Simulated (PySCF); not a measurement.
Zn(NH2)(OSiH3) (H5NOSiZn), SMILES [NH2][Zn][O][SiH3]. Geometry: PBE0-D3(BJ)/def2-SVP. The structure was generated by enumeration; whether it is a known compound was not checked. Other conformers were not sampled.

Computed equilibrium geometry at PBE0-D3(BJ)/def2-SVP (PySCF confirms it by a frequency run) as a Z-matrix (one conformer of several):
```
O
Si 1 1.6376
Zn 1 1.7680 2 141.55
H 2 1.4953 1 110.20 3 179.24
H 2 1.5023 4 107.74 1 -122.60
H 2 1.5024 4 107.73 5 -114.80
N 3 1.8105 1 172.54 2 -179.89
H 7 1.0176 3 116.02 1 116.51
H 7 1.0176 8 106.99 3 -131.27
```
Charge 0, spin multiplicity 1.
